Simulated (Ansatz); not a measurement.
A structure relaxed at PBE/def2-TZVP in Ansatz, charge 1, doublet:

```xyz
8

Li    0.266    2.795   -0.395
Li   -0.811    0.146    0.134
Li    1.496   -0.002   -1.208
Li    0.802   -2.020    1.040
Li   -1.057    0.868   -2.617
Li   -1.286   -0.501    2.868
Li   -0.789   -2.173   -1.612
Li    1.377    0.887    1.789
```

(1) Give its formula and point group.

(2) Summarise the bond lengths by kind (pairs closer than 1.2 times the sum of covalent radii, bridged metal pairs left out).

Results:

(1) the cluster Li₈⁺. Point group Cs (tolerance 0.1 Å).

(2) 9 × Li–Li 2.67 to 3.06 Å.

The structure comes from a short search, and lower isomers may exist.
